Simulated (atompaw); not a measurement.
**Reading a pseudo-wave (thallium)**

Columns: radius, all-electron u(r) and pseudo u(r) of the 6p shell (level -8.44 eV) of thallium in the configuration [Xe] 4f14 5d10 6s2 6p0; LDA (PW92), scalar-relativistic, PAW (atompaw) scheme, atompaw 4.2.0.5.

```json
{"r (bohr)": "0.098", "all-electron": "-0.0836", "pseudo": "0.0023"}
{"r (bohr)": "0.196", "all-electron": "-0.0146", "pseudo": "0.0092"}
{"r (bohr)": "0.294", "all-electron": "0.1605", "pseudo": "0.0205"}
{"r (bohr)": "0.392", "all-electron": "0.1307", "pseudo": "0.0361"}
{"r (bohr)": "0.490", "all-electron": "-0.0114", "pseudo": "0.0556"}
{"r (bohr)": "0.588", "all-electron": "-0.1533", "pseudo": "0.0788"}
{"r (bohr)": "0.687", "all-electron": "-0.2448", "pseudo": "0.1055"}
{"r (bohr)": "0.785", "all-electron": "-0.2755", "pseudo": "0.1347"}
{"r (bohr)": "0.883", "all-electron": "-0.2564", "pseudo": "0.1663"}
{"r (bohr)": "0.981", "all-electron": "-0.2024", "pseudo": "0.1997"}
{"r (bohr)": "1.079", "all-electron": "-0.1271", "pseudo": "0.2344"}
{"r (bohr)": "1.177", "all-electron": "-0.0414", "pseudo": "0.2700"}
{"r (bohr)": "1.275", "all-electron": "0.0471", "pseudo": "0.3058"}
{"r (bohr)": "1.373", "all-electron": "0.1335", "pseudo": "0.3416"}
{"r (bohr)": "1.471", "all-electron": "0.2145", "pseudo": "0.3767"}
{"r (bohr)": "1.569", "all-electron": "0.2884", "pseudo": "0.4108"}
{"r (bohr)": "1.667", "all-electron": "0.3543", "pseudo": "0.4435"}
{"r (bohr)": "1.765", "all-electron": "0.4121", "pseudo": "0.4745"}
{"r (bohr)": "1.863", "all-electron": "0.4618", "pseudo": "0.5033"}
{"r (bohr)": "1.962", "all-electron": "0.5042", "pseudo": "0.5299"}
{"r (bohr)": "2.060", "all-electron": "0.5390", "pseudo": "0.5536"}
{"r (bohr)": "2.158", "all-electron": "0.5670", "pseudo": "0.5744"}
{"r (bohr)": "2.256", "all-electron": "0.5889", "pseudo": "0.5920"}
{"r (bohr)": "2.354", "all-electron": "0.6053", "pseudo": "0.6062"}
{"r (bohr)": "2.452", "all-electron": "0.6168", "pseudo": "0.6169"}
{"r (bohr)": "2.550", "all-electron": "0.6238", "pseudo": "0.6238"}
```

Question: How many radial nodes do the two functions have?

Answer: The all-electron 6p function has n − l − 1 = 4 (the table is too coarse to show those close to the nucleus); the pseudo-wave has 0, since the states of the same l below it are removed with the core.

Question: Is the pseudo-wave norm-conserving?

Answer: No, it belongs to a PAW set: the norm inside the radius is not constrained, and the difference is carried by the augmentation charge.
